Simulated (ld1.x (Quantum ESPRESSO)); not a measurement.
vanadium (V), TM semilocal: configuration errors across variants

| Property | Result |
| --- | --- |
| Element | vanadium (V) |
| Generator | ld1.x (Quantum ESPRESSO) 7.5 |
| Type | norm-conserving Troullier–Martins (semilocal form) |
| Functional | LDA (PZ) |
| Relativity | non-relativistic |
| Frozen core | [Ar] |
| Valence charge | 5 |
| Reference configuration | 3d3 4s1.75 4p0 (charge +0.25) |
| Partial waves | 4s (bound): rc 2.50 bohr; 3d (bound): rc 1.60 bohr; 4p (bound, empty): rc 2.55 bohr |
| Local potential | the p channel |
| Core correction | Bessel-smoothed model core, default radius (core density twice the valence density) |

All-electron excitation energies from the reference (eV): (1) 3d3 4s2 4p0 -1.384; (2) 3d3 4s1 4p0 6.479; (3) 3d3 4s0 4p0 20.896; (4) 3d3 4s0 4p2 5.452; (5) 3d4 4s1 4p0 -1.035; (6) 3d2 4s2 4p1 4.736; (7) 3d3 4s0 4p1 10.556; (8) 3d3 4s1.75 4p0 spin -1.752; (9) 3d3 4s2 4p0 spin -3.026.

Spin tests fill each open shell by Hund’s rule, majority spin first.

In the semilocal form every listed channel keeps its own potential, so the choice of the local channel does not act on these tests. It acts once the file is put into the separable form.

A semilocal file is local in each channel, so a ghost entry of none says nothing of the separable form that plane-wave codes build from it.

3 further variants failed, have other tests or another functional or relativity, and are left out.

Errors AE − PS in meV (a dash: test not solved or not reliable):

| change | (1) | (2) | (3) | (4) | (5) | (6) | (7) | (8) | (9) | bound ghosts |
| --- | --- | --- | --- | --- | --- | --- | --- | --- | --- | --- |
| base | -0.2 | -2.9 | -31 | -3.7 | -132 | -339 | -5.0 | +119 | +119 | none |
| wave 4p (bound): rc 2.55 bohr becomes 4p (bound): rc 3.46 bohr | -0.2 | -2.9 | -31 | -4.7 | -132 | -351 | -6.0 | +119 | +119 | none |
| wave 4s (bound): rc 2.50 bohr becomes 4s (bound): rc 1.84 bohr | +0.1 | +0.8 | -15 | -3.7 | -83 | -121 | +0.7 | +123 | +123 | none |
| local potential the d channel | -0.2 | -2.9 | -31 | -3.7 | -132 | -339 | -5.0 | +119 | +119 | none |
| all radii but the core radius scaled by about 0.74 (s 1.84, p 1.88, d 1.18 bohr) | +0.1 | +0.4 | -17 | -1.0 | -82 | +148 | +13 | +107 | +107 | none |

(1) Give the same row for: wave 3d (bound): rc 1.60 bohr becomes 3d (bound): rc 1.84 bohr.

Answers

(1) -0.1, -2.4, -28, -3.3, -130, -298, -3.9, +130, +129; bound ghosts: none.
